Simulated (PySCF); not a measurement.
**Calcium: a sound run and one with changed settings**

Sound run: Ca [Ar] 4s2, Ca⁺ [Ar] 4s1. Computed with PySCF 2.14 in aug-cc-pVDZ-X2C, with the spin-free X2C one-electron Hamiltonian (Gaussian nucleus). In the sound run the correlated levels freeze [Ar]. The sound run starts from symmetry-adapted Hartree-Fock orbitals and uses a fine grid where one is needed.

Changed run: all electrons correlated in a basis built for the valence shell.

```json
{"species": "Ca", "method": "MP2", "sound run (hartree)": "-679.64677", "changed run (hartree)": "-679.73267", "converged": "yes"}
{"species": "Ca", "method": "CCSD(T)", "sound run (hartree)": "-679.65715", "changed run (hartree)": "-679.74702", "converged": "yes"}
{"species": "Ca⁺", "method": "MP2", "sound run (hartree)": "n/a", "changed run (hartree)": "-679.51855", "converged": "yes"}
{"species": "Ca⁺", "method": "CCSD(T)", "sound run (hartree)": "n/a", "changed run (hartree)": "-679.52657", "converged": "yes"}
```

Ionisation energy of Ca:

| method | sound run (eV) | changed run (eV) |
| --- | --- | --- |
| UHF | 5.147 | 5.147 |
| MP2 | 5.624 | 5.826 |
| SCS-MP2 | 5.720 | 5.884 |
| CCSD | 5.907 | 5.979 |
| CCSD(T) | 5.907 | 5.999 |

A valence basis has no tight correlating functions, so it recovers only part of the core correlation, and not evenly between atom and ion.

For comparison, NIST gives 6.113 eV between the lowest levels.
